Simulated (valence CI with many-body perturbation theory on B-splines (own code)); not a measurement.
# Re LXXI: calculated level list

Computed by relativistic CI+MBPT: three valence electrons over a frozen Dirac-Fock core [He], radial functions for each j: 9 s, 9 p, 8 d, 6 f, 3 g, 1 h, with the one-electron correlation potential Σ1, the two-electron term Σ2, the three-electron term Σ3, Breit, model QED; selected CI, second order for the rest, scaled by the run's own slope (own B-spline code, finite nucleus).

The last digits are not significant, and no measured levels were compared; by estimate large intervals hold to a few tenths of a per cent, small ones and those within an open d or f shell to about a per cent.

Levels 1 to 42 of 42, with energies above the lowest level, (2s^2 2p1/2) J=1/2. "Leading %" is the weight of the configuration and term that name the level; weights of strongly mixed levels are sums over their largest components and can fall short, so below about 35 % the name and the second component can differ from the true leading terms, or belong to a minority configuration. In the jj column 3d3/2^4 stands for four electrons in 3d with j = 3/2. Lifetimes count E1, E2, E3, M1 and M2 decay at the calculated energies, and are blank where another channel may lead or the interval is too uncertain; long ones can be off by a factor of two.

```tsv
No.	Configuration	Term	J	E (eV)	Leading %	Lifetime	Leading jj	Second component
1	2s²2p	²P°	1/2	0	100		2s^2 2p1/2 (100 %)	
2	2s2p²	⁴P	1/2	278	49	38.3 ps	2s 2p1/2^2 (100 %)	32 % 2s2p² ²S
3	2s²2p	²P°	3/2	1556	99	16.5 ps	2s^2 2p3/2 (99 %)	
4	2s2p²	⁴P	3/2	1751	90	7.35 ps	2s 2p1/2 2p3/2 (100 %)	7 % 2s2p² ²D
5	2s2p²	²D	5/2	1792	64	110 ps	2s 2p1/2 2p3/2 (100 %)	36 % 2s2p² ⁴P
6	2s2p²	²P	1/2	1867	68	68.6 fs	2s 2p1/2 2p3/2 (100 %)	31 % 2s2p² ⁴P
7	2s2p²	²D	3/2	1869	61	75.0 fs	2s 2p1/2 2p3/2 (100 %)	38 % 2s2p² ²P
8	2p³	²P°	3/2	2157	49	99.2 fs	2p1/2^2 2p3/2 (99 %)	27 % 2p³ ²D°
9	2s2p²	⁴P	5/2	3325	64	324 fs	2s 2p3/2^2 (100 %)	36 % 2s2p² ²D
10	2s2p²	²S	1/2	3436	68	87.2 fs	2s 2p3/2^2 (100 %)	20 % 2s2p² ⁴P
11	2s2p²	²P	3/2	3437	59	46.9 fs	2s 2p3/2^2 (100 %)	32 % 2s2p² ²D
12	2p³	⁴S°	3/2	3662	55	48.6 fs	2p1/2 2p3/2^2 (100 %)	44 % 2p³ ²D°
13	2p³	²D°	5/2	3684	100	51.3 fs	2p1/2 2p3/2^2 (100 %)	
14	2p³	²P°	1/2	3743	100	45.3 fs	2p1/2 2p3/2^2 (100 %)	
15	2p³	²P°	3/2	5261	51	32.5 fs	2p3/2^3 (100 %)	28 % 2p³ ²D°
16	2s²3s	²S	1/2	10970	98	3.16 fs	2s^2 3s (98 %)	
17	2s²3p	²P°	1/2	11062	96	82.9 fs	2s^2 3p1/2 (96 %)	
18	2s2p3s	⁴P°	1/2	11156	85	3.52 fs	2s 2p1/2 3s (99 %)	14 % 2s2p3s ²P°
19	2s2p3s	⁴P°	3/2	11184	58	3.16 fs	2s 2p1/2 3s (100 %)	41 % 2s2p3s ²P°
20	2s2p3s	²P°	1/2	11216	95	4.05 fs	2s 2p1/2 3s (99 %)	4 % 2s2p3s ⁴P°
21	2s2p3p	⁴D	1/2	11233	72	4.60 fs	2s 2p1/2 3p1/2 (100 %)	20 % 2s2p3p ²P
22	2s2p3p	⁴D	3/2	11262	39	1.83 fs	2s 2p1/2 3p1/2 (100 %)	34 % 2s2p3p ²D
23	2s2p3p	⁴P	1/2	11309	45	3.49 fs	2s 2p1/2 3p1/2 (99 %)	31 % 2s2p3p ²S
24	2p²3s	⁴P	1/2	11488	44	3.97 fs	2p1/2^2 3s (97 %)	30 % 2p²3s ²S
25	2s²3p	²P°	3/2	11521	98	62.9 fs	2s^2 3p3/2 (98 %)	
26	2p²3p	²P°	1/2	11561	46	1.05 fs	2p1/2^2 3p1/2 (97 %)	37 % 2p²3p ⁴D°
27	2s²3d	²D	3/2	11581	98	525 as	2s^2 3d3/2 (98 %)	
28	2s²3d	²D	5/2	11701	91	629 as	2s^2 3d5/2 (91 %)	
29	2s2p3p	⁴P	3/2	11705	31	5.27 fs	2s 2p1/2 3p3/2 (100 %)	27 % 2s2p3p ⁴D
30	2s2p3p	²D	5/2	11740	41	7.27 fs	2s 2p1/2 3p3/2 (92 %)	39 % 2s2p3p ⁴D
31	2s2p3p	²D	3/2	11742	42	2.37 fs	2s 2p1/2 3p3/2 (100 %)	24 % 2s2p3p ²P
32	2s2p3p	²P	1/2	11746	44	1.52 fs	2s 2p1/2 3p3/2 (98 %)	20 % 2s2p3p ²S
33	2s2p3d	⁴F°	3/2	11752	69	2.06 fs	2s 2p1/2 3d3/2 (100 %)	13 % 2s2p3d ²D°
34	2s2p3d	⁴F°	5/2	11784	40	3.17 fs	2s 2p1/2 3d3/2 (99 %)	33 % 2s2p3d ²F°
35	2s2p3d	²P°	3/2	11803	30	442 as	2s 2p1/2 3d3/2 (99 %)	23 % 2s2p3d ⁴D°
36	2s2p3d	⁴D°	1/2	11807	53	447 as	2s 2p1/2 3d3/2 (99 %)	40 % 2s2p3d ²P°
37	2s2p3d	⁴P°	5/2	11886	33	587 as	2s 2p1/2 3d5/2 (100 %)	30 % 2s2p3d ⁴D°
38	2s2p3d	²F°	7/2	11916	40	601 as	2s 2p1/2 3d5/2 (100 %)	36 % 2s2p3d ⁴F°
39	2s2p3d	²F°	5/2	11928	47	603 as	2s 2p1/2 3d5/2 (99 %)	25 % 2s2p3d ²D°
40	2s2p3d	²P°	3/2	11929	39	610 as	2s 2p1/2 3d5/2 (96 %)	32 % 2s2p3d ²D°
41	2p²3p	²P°	3/2	12036	34	2.14 fs	2p1/2^2 3p3/2 (96 %)	19 % 2p²3p ⁴D°
42	2p²3d	²D	3/2	12080	43	3.17 fs	2p1/2^2 3d3/2 (98 %)	32 % 2p²3d ⁴F
```

The ionisation energy to 2s² ¹S0 of the next ion comes out as 19416 eV (NIST: 19420 ± 60 eV (theoretical)). All 42 levels together are meant to be complete up to 12211 eV.
